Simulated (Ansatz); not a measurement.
Ideal-gas functions of GaH₂O₂ (`[OH][Ga][OH]`) radical at 600 K and 1 bar, from an Ansatz frequency run at PBE0-D4/def2-TZVP.

Molar mass 103.74 g/mol, point group Cs (symmetry number 1), electronic degeneracy 2, moments of inertia 23.095, 80.916, 104.011 u Å². Harmonic wavenumbers (cm⁻¹, unscaled): 173, 283, 319, 636, 673, 786, 824, 3850, 3898.

Use S(trans) = R[1.5 ln M + 2.5 ln T − 1.1517]; rotational temperatures θ = 24.2544 K / I; S(rot) = R[ln(√π/σ · √(T³/θAθBθC)) + 1.5]; for each mode x = 1.438777 ν̃/T, S = R[x/(eˣ − 1) − ln(1 − e⁻ˣ)] and H = RT x/(eˣ − 1); 1 cm⁻¹ = 0.0119627 kJ/mol; R = 8.31446 J/(mol·K).

Question: By hand: the entropy, in J/(mol·K).

Answer: Translation 181.3. Rotation: θ = 1.0502, 0.2997, 0.2332 K, giving 107.9. Vibration, mode by mode: 15.69, 11.70, 10.74, 5.57, 5.18, 4.18, 3.88, 0.01, 0.01, in all 57.0. Electronic 5.8. Sum 352.0 J/(mol·K).

Question: By hand: H − E and G − E in kJ/mol, counted from the electronic energy.

Answer: Zero-point energy ½ × 11442 × 0.0119627 = 68.4; thermal vibration 18.2; translation, rotation and pV give 4 RT = 20.0. H − E = 106.6 kJ/mol, and G − E = 106.6 − 600 × 352.0/1000 = -104.6 kJ/mol.

Vibration gives 16 % of the entropy. The sum counts one conformer and one mirror image; others add a mixing term.
